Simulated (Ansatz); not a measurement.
Nb(F)5 anion (F5Nb), SMILES [F][Nb]([F])([F])([F])[F] (connectivity only; charge and spin as stated), charge -1, multiplicity 2. Atoms are numbered in the order given.

```xyz
6

Nb     0.0000     0.0000    -0.0254
F      1.5125     0.2966    -1.1637
F     -0.3810     1.9431     0.0205
F      0.3810    -1.9431     0.0205
F     -1.5125    -0.2966    -1.1637
F      0.0000     0.0000     1.8696
```
Charge -1, spin multiplicity 2.

Geometry optimised at PBE0-D3(BJ)/def2-SVPD. The spin state was assumed, not searched. The isomer is the one that the SMILES or the coordinates give; other isomers of the formula were not compared. The def2 effective core potentials stand for the cores of Nb; spin–orbit coupling is left out.

Two levels are set side by side: PBE-D3(BJ)/def2-SVPD (Ansatz, a first-principles code) and PBE0-D3(BJ)/def2-SVPD (Ansatz). Each level has its own optimised geometry; the coordinates shown are those of the second. Differences are taken from unrounded values.

```tsv
quantity	PBE0-D3(BJ)	PBE-D3(BJ)	PBE-D3(BJ) minus PBE0-D3(BJ)
mean bond length (Å)	1.938	1.956	0.018
bond Nb1–F2 (Å)	1.916	1.933	0.017
bond Nb1–F3 (Å)	1.981	2.000	0.020
bond Nb1–F4 (Å)	1.981	2.000	0.020
bond Nb1–F5 (Å)	1.916	1.933	0.017
bond Nb1–F6 (Å)	1.895	1.912	0.017
```

Exact exchange shortens and stiffens bonds; PBE has none. Differences between two approximate levels are no errors against the true value.
